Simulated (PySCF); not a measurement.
AsF3H2Si, SMILES F[Si]([AsH2])(F)F. Atoms are numbered in the order given.

```xyz
7

F     -1.4459    -0.7557     1.2969
Si    -0.8677     0.0022     0.0000
F     -1.4459    -0.7557    -1.2969
F     -1.5110     1.4780     0.0000
As     1.4774    -0.0529     0.0000
H      1.5086     1.0075    -1.1022
H      1.5086     1.0075     1.1022
```

The structure is a stationary point at B3LYP-D3(BJ)/def2-SVP.

The numbers are results of HF/pcSseg-1 in PySCF, not measurements.

GIAO shieldings, no solvent; atoms alike by connectivity are averaged. δ = σ(ref) − σ: ¹⁹F against CFCl3 (σ = 238.5 ppm); ²⁹Si against TMS (σ = 393.8 ppm); ⁷⁵As against AsH3 (σ = 1982.6 ppm); ¹H against TMS (σ = 31.99 ppm), references at their B3LYP-D3(BJ)/def2-TZVP geometries, non-relativistic.

Computed chemical shifts:
```
nucleus       atoms  count  δ (ppm)
-------  ----------  -----  -------
¹⁹F      F1, F3, F4      3    -94.3
²⁹Si            Si2      1    -41.2
⁷⁵As            As5      1    -88.9
¹H           H6, H7      2     2.52
```
